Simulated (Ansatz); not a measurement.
Geometry optimisation, Ansatz, RKS PBE0-D4/def2-SVP.

Input file:

```yaml
crystal:
  periodic: [false, false, false]
  atoms:
    - { symbol: Sn, position_ang: [0.0, 0.0, 0.0] }
    - { symbol: O, position_ang: [0.0, 0.0, 2.31] }
    - { symbol: H, position_ang: [-0.9095, -0.2814, 2.6471] }
    - { symbol: O, position_ang: [1.8483, 0.0, -0.6527] }
    - { symbol: H, position_ang: [2.1646, -0.9521, -0.7693] }
    - { symbol: H, position_ang: [-0.8195, 1.4198, -0.5794] }
    - { symbol: H, position_ang: [-0.8195, -1.4198, -0.5794] }
    - { symbol: H, position_ang: [1.0699, 1.6134, 0.6433] }
    - { symbol: H, position_ang: [0.8133, 1.2266, 1.6366] }
basis:
  gaussian: { orbitals: def2-SVP }
hamiltonian:
  xc: pbe0
  dispersion: d4
relax:
  f_tol: 0.15
  max_steps: 25
  restrain:
    - { distance: [0, 7], at: 1.74, k: 30.0 }
    - { distance: [8, 1], at: 1.01, k: 30.0 }
    - { distance: [0, 1], at: 3.16, k: 30.0 }
    - { distance: [8, 7], at: 1.86, k: 30.0 }
output:
  orbitals: {}
```

Launched with:

```bash
$ ansatz run input.yaml --threads 2 --pin off --max-ram 3072MiB --backend cpu --events-out ev --progress --plain --runs-dir out
```

Task: Where does it end, and by what steps?

Result: The run converged. The restraints hold the end off the free minimum. After 20 steps the energy has fallen by 2.536 eV (the restraints' own energy left out); H6 moved furthest, 1.65 Å. Parted: Sn1–O2 (2.31 → 3.16 Å). Joined: O2–H9 (1.62 → 0.98 Å).

```tsv
step	energy less start (eV)	largest force component (eV/Å)	accepted
0	0.0000	3.849	yes
1	1.2332	3.046	yes
2	1.3596	2.663	yes
3	0.4867	2.105	yes
4	-0.6593	1.110	yes
5	-1.3575	0.743	yes
6	-1.7737	1.557	yes
7	-2.0586	1.269	yes
8	-2.2214	0.960	yes
9	-2.2760	0.873	yes
10	-2.3172	0.925	yes
11	-2.3491	1.186	yes
12	-2.3673	1.354	yes
13	-2.3924	1.233	yes
14	-2.4525	0.862	yes
15	-2.4780	0.999	yes
16	-2.4897	1.430	yes
17	-2.5003	1.330	yes
18	-2.4581	0.794	no
19	-2.5298	0.976	yes
20	-2.5364	0.778	yes
```

```xyz
9
Properties=species:S:1:pos:R:3
Sn -0.116 0.542 -0.587
O 0.972 -0.245 2.272
H 0.283 -0.699 2.776
O 1.601 -0.440 -0.548
H 1.715 -0.716 0.375
H -0.146 1.355 -2.089
H -1.450 -0.521 -0.384
H -0.108 1.681 0.727
H 0.597 0.651 2.115
```

Time of the run: 45 s on 2 threads of Arm Neoverse V1, on a shared host, peak memory 0.17 GiB.
